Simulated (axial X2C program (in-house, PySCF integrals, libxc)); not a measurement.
**AlFe: from the spin-free to the two-component result**

Calculated with an in-house relativistic program for diatomic molecules. Spin-free means the one-electron spin-free X2C Hamiltonian; two-component (2c) means X2C with spin–orbit coupling and atomic mean-field two-electron Coulomb and Gaunt terms, so the difference of the two also holds small scalar two-electron terms. Basis: Fe dyall-cv3z [9s10p6d3f2g], Al dyall-v3z [8s8p2d1f] (cores contracted in-house); Gaussian nuclei, density fitting, unrestricted open shells. Masses: Fe 55.935 u, Al 26.982 u.

Spin-free state: M_S = 3/2, Λ = 0 (beyond evenly filled blocks: σα, δ+α, δ-α); fragments Fe + Al.

```
level  Re (Å)  ωe (cm⁻¹)  De (eV)  μ (D)
 PBE0   2.414      299.5    1.478  -0.83
 BLYP   2.427      284.9    2.196  -0.14
```

Dipoles are positive if Al is the positive end.

Two-component determinant lowest at the distance of the search:

Ω = 3/2 (⟨Sz⟩ = 1.50, ⟨Lz⟩ = 0.00 at PBE0); fragments Fe + Al.

```tsv
level	Re (Å)	ωe (cm⁻¹)	μ (D)
PBE0	2.415	299.2	-0.83
BLYP	2.427	284.6	-0.14
```

(1) From the two tables, how do the constants change at the PBE0 level (2c against spin-free)?

The state is a single determinant with fixed occupations, the lowest that a limited PBE0 search found. Dissociation energies refer to the lowest single-determinant-based atoms at the same level and basis. De is not given where an atomic determinant may have missed its ground term or J level, or where the truncated virtual space spoils (T). Density functionals use the spin component along the axis (collinear). Without a current term, density functionals place determinants with orbital angular momentum somewhat too high. With several unpaired electrons one determinant need not be a pure state. This is the top spin component of a Σ state; components of lower Ω are not single determinants and can lie lower. The determinant is spin-polarised beyond a pure state at some levels (its spin-free form has ⟨S²⟩ too high), which makes Re and μ there less reliable.

## Answers

(1) At the PBE0 level Re increases by 0.001 Å and ωe decreases by 0.3 cm⁻¹.
